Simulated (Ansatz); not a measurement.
W(NH)2(NH2)2 (WN₄H₆). The state is a singlet with charge 0. Geometry PBE-D4/def2-SVP.

```xyz
11

W     0.115    0.180    0.002
N     0.537    0.985    1.530
H     0.954    1.696    2.136
N     0.685    0.931   -1.504
H     1.161    1.621   -2.092
N    -1.855    0.145   -0.093
H    -2.393    0.155   -0.963
H    -2.475    0.185    0.720
N     0.913   -1.623    0.073
H     1.138   -2.123    0.937
H     1.221   -2.152   -0.747
```

In the def2 sets W takes a core potential; there is no spin–orbit coupling.

Q: Estimate the orbital energies around the gap (eV) in Ansatz with PBE-D4/def2-SVP, r2SCAN-D4/def2-TZVP, r2SCAN-D4/def2-TZVPD, B97M-V/def2-TZVP, PBE0-D4/def2-TZVP.

A: 
| orbital | PBE-D4/def2-SVP | r2SCAN-D4/def2-TZVP | r2SCAN-D4/def2-TZVPD | B97M-V/def2-TZVP | PBE0-D4/def2-TZVP |
| --- | --- | --- | --- | --- | --- |
| HOMO−13 | -18.52 | -19.94 | -20.01 | -20.48 | -21.49 |
| HOMO−12 | -18.23 | -19.63 | -19.70 | -20.17 | -21.14 |
| HOMO−11 | -11.68 | -12.25 | -12.31 | -12.30 | -13.51 |
| HOMO−10 | -11.65 | -12.22 | -12.27 | -12.28 | -13.47 |
| HOMO−9 | -11.20 | -11.70 | -11.76 | -11.80 | -13.02 |
| HOMO−8 | -10.19 | -10.73 | -10.80 | -10.91 | -12.00 |
| HOMO−7 | -9.94 | -10.43 | -10.50 | -10.49 | -11.68 |
| HOMO−6 | -9.64 | -10.17 | -10.24 | -10.26 | -11.39 |
| HOMO−5 | -7.49 | -7.90 | -7.98 | -7.89 | -9.10 |
| HOMO−4 | -7.05 | -7.39 | -7.46 | -7.37 | -8.51 |
| HOMO−3 | -6.31 | -6.74 | -6.82 | -6.77 | -7.83 |
| HOMO−2 | -6.07 | -6.47 | -6.54 | -6.53 | -7.53 |
| HOMO−1 | -6.00 | -6.44 | -6.51 | -6.47 | -7.52 |
| HOMO | -5.19 | -5.63 | -5.71 | -5.67 | -6.63 |
| LUMO | -0.99 | -1.05 | -1.17 | -0.95 | -0.34 |
| LUMO+1 | -0.80 | -0.90 | -1.04 | -0.81 | -0.21 |
| LUMO+2 | -0.05 | 0.05 | -0.14 | -0.21 | 0.42 |
| LUMO+3 | 0.16 | 0.06 | -0.07 | -0.02 | 0.64 |
| LUMO+4 | 0.17 | 0.16 | -0.05 | 0.07 | 0.76 |
| LUMO+5 | 0.36 | 0.47 | 0.26 | 0.18 | 0.84 |
